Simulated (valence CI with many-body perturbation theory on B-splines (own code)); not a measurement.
Results of a calculation; reference values are marked as such.
**Basis-set convergence for Dy27+**

Level of theory: valence CI with perturbative core correlation (CI+MBPT): three valence electrons over a frozen Dirac-Fock core [Kr], a basis of 7 s, 7 p, 8 d, 6 f, 4 g, 1 h functions for each j, with the one-electron correlation potential Σ1, the two-electron term Σ2, the three-electron term Σ3, Breit, model QED; selected CI, second order for the rest, scaled by the run's own slope (own B-spline code, finite nucleus).

The last digits are not significant, and no measured levels were compared; by estimate large intervals hold to a few tenths of a per cent, small ones and those within an open d or f shell to about a per cent. Only levels of the ground parity were solved; by the run's estimate the other parity begins above the list, which can be wrong where configurations are misplaced.

The reference run has the lowest level (4d3/2^3) J=3/2 and an ionisation energy of 969.605 eV. Its largest variational space holds 5204 state functions.

Levels are named by their leading jj configuration (3d3/2^4 stands for four electrons in 3d with j = 3/2), which in mixed levels can hold well under half, so a name can repeat and another be missing. Letters in brackets count levels of one name in rising energy.

Changed runs:
A. basis 6 s, 6 p, 5 d, 5 f, 1 g
B. basis 5 s, 5 p, 4 d, 4 f

Excitation energies of the reference run in cm⁻¹, and shifts in cm⁻¹:

| Level | Reference | A | B |
| --- | --- | --- | --- |
| (4d3/2^2 4d5/2) J=5/2 [a] | 56304 | -118 | -346 |
| (4d3/2^2 4d5/2) J=3/2 | 74773 | -31 | +186 |
| (4d3/2^2 4d5/2) J=7/2 | 79138 | -27 | +37 |
| (4d3/2^2 4d5/2) J=9/2 | 84230 | +43 | +341 |
| (4d3/2^2 4d5/2) J=1/2 | 86319 | -26 | +297 |
| (4d3/2^2 4d5/2) J=5/2 [b] | 130146 | +1.8 | +365 |
| (4d3/2 4d5/2^2) J=7/2 [a] | 138639 | -19 | +51 |
| (4d3/2 4d5/2^2) J=9/2 | 147083 | -59 | +41 |
| (4d3/2 4d5/2^2) J=3/2 [a] | 159561 | +18 | +214 |
| (4d3/2 4d5/2^2) J=1/2 | 166335 | +52 | +586 |
| (4d3/2 4d5/2^2) J=11/2 | 172625 | +64 | +647 |
| (4d3/2 4d5/2^2) J=5/2 [a] | 177869 | +101 | +732 |
| Ionisation energy (eV) | 969.605 | -0.037 | -0.092 |
